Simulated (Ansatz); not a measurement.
The cluster Bi2Cl6, relaxed as a singlet with RKS PBE-D4/def2-SVP in Ansatz, starting from the GFN2-xTB geometry. Force threshold 0.02 eV/Å.

In the def2 sets Bi takes a core potential; there is no spin–orbit coupling. The structure comes from a short search, and lower isomers may exist.

Start:

```xyz
8

Bi    1.4524   -0.8938    1.6339
Bi   -1.0360    0.6968   -1.1654
Cl   -3.4697    0.8757   -0.8028
Cl   -0.0231    1.1012    1.8599
Cl    3.3807    0.3954    2.4905
Cl   -1.2947   -0.4420   -3.3362
Cl   -0.9986   -1.5247    0.0232
Cl    1.9892   -0.2087   -0.7031
```

Task: Estimate the energy that the relaxation releases and the steps that it takes.

Result: 25.3 kJ/mol, in 8 steps; 18 s on 4 threads of Arm Neoverse V1 on a shared host. No frequencies were taken in this run, so the end may be a saddle point.

Task: Does the start keep its bonding?

Result: By distances, no bond broke or formed. The bond that changes most is Bi2–Cl7, from 2.52 to 2.59 Å (atoms count from 1).

Task: Predict the relaxed structure.

Result: 
Cartesian coordinates in Å:
```
Bi 1.457 -0.718 1.554
Bi -1.129 0.508 -1.170
Cl -3.537 0.971 -0.749
Cl -0.041 1.303 1.840
Cl 3.476 0.190 2.706
Cl -1.301 -0.436 -3.466
Cl -1.017 -1.750 0.095
Cl 2.091 -0.067 -0.810
```
Bond lengths (bridged metal pairs left out): 6 × Bi–Cl 2.49 to 2.59 Å.
